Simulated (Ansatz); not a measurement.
A run of Ansatz (development build ahead of 0.2.0) on singlet H₁₀ at this shape:

```yaml
atoms:
  - { symbol: H, position_ang: [1.2610, 0.0000, 0.0000] }
  - { symbol: H, position_ang: [1.0202, 0.7412, 0.0000] }
  - { symbol: H, position_ang: [0.3897, 1.1993, 0.0000] }
  - { symbol: H, position_ang: [-0.3897, 1.1993, 0.0000] }
  - { symbol: H, position_ang: [-1.0202, 0.7412, 0.0000] }
  - { symbol: H, position_ang: [-1.2610, 0.0000, 0.0000] }
  - { symbol: H, position_ang: [-1.0202, -0.7412, 0.0000] }
  - { symbol: H, position_ang: [-0.3897, -1.1993, 0.0000] }
  - { symbol: H, position_ang: [0.3897, -1.1993, 0.0000] }
  - { symbol: H, position_ang: [1.0202, -0.7412, 0.0000] }
```

Its results:

- Converged: yes
- Reference energy: -5.22252 hartree
- Correlation energy: -0.19550 hartree
- Total energy: -5.41803 hartree

Forces (eV/Å):
```
atom      Fx      Fy     Fz
  H1   3.581   0.000  0.000
  H2   2.897   2.105  0.000
  H3   1.107   3.406  0.000
  H4  -1.107   3.406  0.000
  H5  -2.897   2.105  0.000
  H6  -3.581   0.000  0.000
  H7  -2.897  -2.105  0.000
  H8  -1.107  -3.406  0.000
  H9   1.107  -3.406  0.000
 H10   2.897  -2.105  0.000
```

(1) Which input gives this output? Name the method, the orbitals and the basis set, and write the input.

Results:

(1) RHF-MP2 in def2-SVP. An unrestricted run that stays on the closed shell gives the same numbers.

```yaml
crystal:
  periodic: [false, false, false]
  atoms:
    - { symbol: H, position_ang: [1.261, 0.0, 0.0] }
    - { symbol: H, position_ang: [1.02017, 0.7412, 0.0] }
    - { symbol: H, position_ang: [0.38967, 1.19928, 0.0] }
    - { symbol: H, position_ang: [-0.38967, 1.19928, 0.0] }
    - { symbol: H, position_ang: [-1.02017, 0.7412, 0.0] }
    - { symbol: H, position_ang: [-1.261, 0.0, 0.0] }
    - { symbol: H, position_ang: [-1.02017, -0.7412, 0.0] }
    - { symbol: H, position_ang: [-0.38967, -1.19928, 0.0] }
    - { symbol: H, position_ang: [0.38967, -1.19928, 0.0] }
    - { symbol: H, position_ang: [1.02017, -0.7412, 0.0] }
basis:
  gaussian: { orbitals: def2-SVP }
hamiltonian:
  xc: hf
correlation:
  method: mp2
  frozen_orbitals: { H: 0 }
output:
  forces: true
```

Caution: no unrestricted run beside it, a lower state can exist.
